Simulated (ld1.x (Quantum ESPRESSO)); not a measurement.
## Pseudopotential generation for copper (Cu): TM, PBEsol, scalar-relativistic.

copper (Cu), norm-conserving Troullier–Martins (Kleinman–Bylander form), made with ld1.x (Quantum ESPRESSO) 7.5 (PBEsol, scalar-relativistic). Core [Ne], reference 3s2 3p6 3d10 4s1 4p0. Waves: 3s (bound): rc 0.66 bohr; 3d (bound): rc 1.16 bohr; 3p (bound): rc 1.20 bohr. Local part: the p channel. Core correction: Bessel-smoothed model core, default radius (core density twice the valence density).

Occupied shells without a wave of their own: 4s. They enter only through the test configuration that unscreens the potential, and ld1.x also counts them in the model core charge.

- Cutoffs needed: 300 Ry and over 300 Ry (the cutoffs (Ry, on a coarse ladder) from which the occupation-weighted sum of valence levels, in a spherical-Bessel basis at the reference potential, stays within 10 and 1 mRy of its value at 400 Ry)
- Ghost test: no extra level below or beside the all-electron valence levels (s, d, p, f tested) (spherical-Bessel basis up to 400 Ry, 20 bohr box)
- Largest excitation error: -1012 meV (all-electron minus pseudo) for 3s2 3p6 3d7 4s0 4p0, out of 7 test configurations

ld1.x takes every shell without a wave as core, so the model core holds the 4s electrons as well and exchange and correlation see them twice. This cancels in the reference configuration, but the file is broken for other ones, and its errors say nothing about a proper core correction.
